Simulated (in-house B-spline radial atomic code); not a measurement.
Configurations of the lutetium ion Lu⁸⁺, with energies counted from [Kr] 4d10 (4f5/2)6 (4f7/2)7 5s2 (5p1/2)2. Computed with a radial B-spline atomic code at the basis-set limit: Dirac-Hartree-Fock, average of each configuration as written, Fermi nucleus of rms radius 5.37 fm. Energies include first-order Breit, QED and recoil terms.

Occupations are held fixed; configurations that lie above the ionisation limit could autoionise.

| configuration | E - E(ref) (eV) | highest orbital | its <r> (bohr) |
| --- | --- | --- | --- |
| [Kr] 4d10 (4f5/2)5 (4f7/2)7 5s2 (5p1/2)2 (5p3/2)1 | -5.4601 | 5p3/2 | 1.24 |
| [Kr] 4d10 (4f5/2)5 (4f7/2)8 5s2 (5p1/2)2 | 1.8493 | 4f7/2 | 0.6454 |
| [Kr] 4d10 (4f5/2)4 (4f7/2)8 5s2 (5p3/2)2 (6p1/2)1 | 85.351 | 6p1/2 | 2.327 |
| [Kr] 4d10 (4f5/2)4 (4f7/2)8 5s2 (5p1/2)2 (7p1/2)1 | 96.878 | 7p1/2 | 3.775 |
| [Kr] 4d10 (4f5/2)5 (4f7/2)8 5s2 (5p3/2)1 (9g7/2)1 | 151.59 | 9g7/2 | 12.18 |
| [Kr] (4d3/2)4 (4d5/2)5 (4f5/2)5 (4f7/2)8 5s2 (5p1/2)1 (5p3/2)1 (9d3/2)1 | 327.37 | 9d3/2 | 8.707 |

Problem. Order these further configurations by energy, lowest first.
A. [Kr] (4d3/2)3 (4d5/2)6 (4f5/2)5 (4f7/2)8 5s2 (5p1/2)2 9s1
B. [Kr] 4d10 (4f5/2)5 (4f7/2)7 5s2 (5p1/2)2 (9d5/2)1
C. [Kr] 4d10 (4f5/2)6 (4f7/2)7 5s2 (5p3/2)2
D. [Kr] 4d10 (4f5/2)6 (4f7/2)7 5s2 (5p3/2)1 (7g9/2)1
E. [Kr] 4d10 (4f5/2)6 (4f7/2)6 5s2 (5p3/2)2 (8d5/2)1

Solution. C (17.588 eV), B (123.33 eV), E (133.23 eV), D (141.2 eV), A (321.91 eV).

Problem. How far above the reference does [Kr] 4d10 (4f5/2)6 (4f7/2)7 5s2 (5p1/2)1 (5p3/2)1 lie?

Solution. 8.0513 eV; its least bound orbital is 4f7/2 with <r> = 0.6466 bohr.

Problem. How far above the reference does [Kr] 4d10 (4f5/2)6 (4f7/2)7 5s2 (5p1/2)1 (8p3/2)1 lie?

Solution. 122.74 eV; its least bound orbital is 8p3/2 with <r> = 5.726 bohr.

Problem. Is the reference the lowest configuration at this level of theory?

Solution. No: [Kr] 4d10 (4f5/2)5 (4f7/2)7 5s2 (5p1/2)2 (5p3/2)1 lies 5.46 eV lower. Averages of configurations without correlation can order differently from the measured ground levels.
